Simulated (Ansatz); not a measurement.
C2H4ClOSi, SMILES `C=C[Si](O)Cl` radical at its PBE0-D4/def2-TZVP geometry, where that method's forces vanish. The species carries charge 0 and has multiplicity 2.

```xyz
9

C    -0.9754    1.0892    0.5998
C    -0.4051    0.7014   -0.5400
Si    1.0104   -0.4788   -0.5846
O     1.0795   -1.1996    0.8901
Cl    0.7218   -1.8767   -2.0858
H    -0.6623    0.6872    1.5580
H    -1.7834    1.8151    0.6171
H    -0.7380    1.1309   -1.4820
H     1.7525   -1.8687    1.0274
```

(1) What forces (eV/Å) does PBE-D4/def2-TZVPP give on these atoms in Ansatz 0.2.0? (Best estimate.)

Results:

(1) The calculation gave: 
```
C1  -0.166  0.128  0.327
C2   0.168 -0.155 -0.296
Si3  0.173  0.298 -0.335
O4  -0.282  0.074  0.459
Cl5 -0.035 -0.199 -0.240
H6   0.050 -0.071  0.210
H7  -0.171  0.154  0.017
H8  -0.048  0.079 -0.211
H9   0.311 -0.309  0.070
```
